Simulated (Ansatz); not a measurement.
Cost and result for the atomization energy of `C[N](C)[InH][OH]` (13 atoms, 12 bonds).

Cartesian coordinates in Å:
```
C 1.0971 0.8077 -0.4474
N 0.1850 -0.0283 0.2891
C 0.6543 -0.3615 1.6055
In -1.5505 -0.6355 -0.4956
O -1.6286 0.1476 -2.3254
H 1.2791 1.7619 0.0715
H 2.0762 0.3207 -0.5773
H 0.7010 1.0349 -1.4389
H 0.8167 0.5374 2.2212
H 1.6132 -0.9026 1.5728
H -0.0619 -0.9958 2.1343
H -2.7543 -1.6119 0.1971
H -2.4273 -0.0745 -2.8070
```

Total charge 0; spin multiplicity 1. Correlated methods include outer-core shells of In, which these sets cover unevenly. In: def2 effective core potential. The geometry is a stationary point of PBE0-D4/def2-TZVP. It is one conformer, not always the lowest. Program: Ansatz. All runs use 2 threads of an AMD EPYC 7R13 on a shared host and a share of an NVIDIA H100 80 GB. Times are those of one run each, without the atoms' runs, and a repeat can differ threefold. Electronic energies, without spin–orbit coupling; frozen cores. CCSD(T)/CBS adds CCSD(T) − MP2 in def2-TZVPP to the MP2 limit, and its time is that of the two runs behind it. T1 = 0.016. With those shells the extrapolation isn't a true limit.

CCSD(T)/CBS is a level of theory with its own doubt, some kJ/mol a heavy atom from the limit and from the frozen cores, so smaller differences don't rank the functionals.

```tsv
level	functions	wall time
CCSD(T)/def2-SVP	122	1.4 s
revPBE-D4/def2-TZVPP	286	1.6 s
PBE0-D4/def2-TZVPP	286	1.6 s
r2SCANh-D4/def2-TZVPP	286	1.6 s
CAM-B3LYP-D4/def2-TZVPP	286	1.7 s
PBE-D4/def2-TZVPP (with forces)	286	1.7 s
r2SCAN-D4/def2-TZVPP (with forces)	286	1.8 s
ωB97X-V/def2-TZVPP	286	1.9 s
PBE-QIDH/def2-TZVPP	286	2.1 s
B2PLYP/def2-TZVPP	286	2.1 s
MP2/def2-QZVPP	550	3.2 s
CCSD(T)/def2-TZVPP	286	4.3 s
CCSD(T)/CBS(def2)	–	7.5 s
```

(1) What atomization energy does each give, and how far from CCSD(T)/CBS? (Estimate.)

## Answers

(1) The calculation gave: 
```
                             level  atomization (kcal/mol)  difference from CCSD(T)/CBS  per bond
                  CCSD(T)/def2-SVP                   999.4                        -67.3      -5.6
              revPBE-D4/def2-TZVPP                  1052.8                        -13.9      -1.2
                PBE0-D4/def2-TZVPP                  1058.8                         -7.9      -0.7
             r2SCANh-D4/def2-TZVPP                  1052.5                        -14.2      -1.2
           CAM-B3LYP-D4/def2-TZVPP                  1067.1                          0.4       0.0
   PBE-D4/def2-TZVPP (with forces)                  1080.9                         14.2       1.2
r2SCAN-D4/def2-TZVPP (with forces)                  1060.1                         -6.6      -0.6
                ωB97X-V/def2-TZVPP                  1066.0                         -0.7      -0.1
               PBE-QIDH/def2-TZVPP                  1050.5                        -16.2      -1.4
                 B2PLYP/def2-TZVPP                  1048.5                        -18.2      -1.5
                    MP2/def2-QZVPP                  1065.8                         -0.9      -0.1
                CCSD(T)/def2-TZVPP                  1036.0                        -30.7      -2.6
                 CCSD(T)/CBS(def2)                  1066.7                          0.0       0.0
```

From PBE to PBE0 (25 % exact exchange), in def2-TZVPP and without D4, the atomization energy moves by −21.2 kcal/mol: exact exchange takes away binding that semilocal exchange gives to molecules. In def2-TZVPP, CCSD(T) changes the Hartree–Fock value by +296.7 kcal/mol (the triples alone add +16.9 kcal/mol) and MP2 by +308.2 kcal/mol; breaking electron pairs costs correlation energy, which Hartree–Fock lacks. At CCSD(T), def2-SVP lies −67.3 kcal/mol from the extrapolated value and def2-TZVPP −30.7 kcal/mol: correlation converges slowly with the basis, and small sets miss more of it in the bonded molecule than in its fragments.

Spin–orbit coupling would lower the free In atoms strongly, and the atomization energy with them, by more than many differences here.
